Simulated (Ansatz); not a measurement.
Total energies of C₃H₁₀FHfNO₂, SMILES `CC[N](C)[Hf]([OH])([OH])[F]`.

```xyz
18

C     0.4483    1.1642   -1.9049
C     0.1001    1.3399   -0.4339
N     0.2946    0.1522    0.3708
C     1.6796   -0.2154    0.5658
Hf   -1.0994   -1.0158    1.2640
O    -2.7919   -0.1184    1.0254
O    -1.0837   -2.7906    0.4932
F    -0.5901   -1.1923    3.1184
H    -0.1564    0.3709   -2.3515
H     1.5005    0.9074   -2.0452
H     0.2598    2.0896   -2.4552
H     0.6985    2.1655   -0.0173
H    -0.9473    1.6455   -0.3490
H     1.7649   -1.0590    1.2622
H     2.1784   -0.5203   -0.3631
H     2.2564    0.6125    1.0024
H    -3.7370   -0.0717    0.9220
H    -0.7752   -3.4643   -0.1038
```

The species carries charge 0 and has multiplicity 1. Correlated methods include outer-core shells of Hf, which these sets cover unevenly. Hf takes the def2 core potential. Geometry: relaxed with PBE0-D4/def2-TZVP. It is one conformer, not always the lowest. Basis def2-TZVPP, the Gaussian-basis code of Ansatz.

RPA on PBE orbitals: Hartree–Fock energy of these orbitals -470.85303 Eh, correlation -2.79986 Eh (frozen core).

```
             functional  energy without D4 (Eh)  D4 term (kJ/mol)
            LDA (SPW92)              -470.44771                 –
                    PBE              -473.37709             -38.8
                 revPBE              -473.75002            -111.1
                   BLYP              -473.70701             -81.9
                  B3LYP              -473.87347             -61.2
HSE06 (plane-wave form)              -473.34063             -31.3
                  BHLYP              -473.52070             -47.8
              CAM-B3LYP              -473.64616             -34.1
                ωB97X-V              -473.68895                 –
                 B2PLYP              -473.44184                 –
```

Give the same for r2SCAN, B97M-V, PBE0, r2SCANh, r2SCAN0, LC-ωPBE, ωB97M-V, PBE-QIDH. (Estimate.)

The calculation gave: 
```
functional  energy without D4 (Eh)  D4 term (kJ/mol)
    r2SCAN              -473.65253             -10.7
    B97M-V              -473.76498                 –
      PBE0              -473.36303             -33.4
   r2SCANh              -473.61098             -11.3
   r2SCAN0              -473.55111             -12.4
   LC-ωPBE              -473.62230                 –
   ωB97M-V              -473.61017                 –
  PBE-QIDH              -473.23421                 –
```

B3LYP takes the VWN-RPA correlation (the form of Gaussian; ORCA's B3LYP/G). HSE06 is the plane-wave form, built on full-range PBE exchange. The double hybrids freeze the cores in their second-order part.

LC-ωPBE has ω = 0.4 bohr⁻¹.
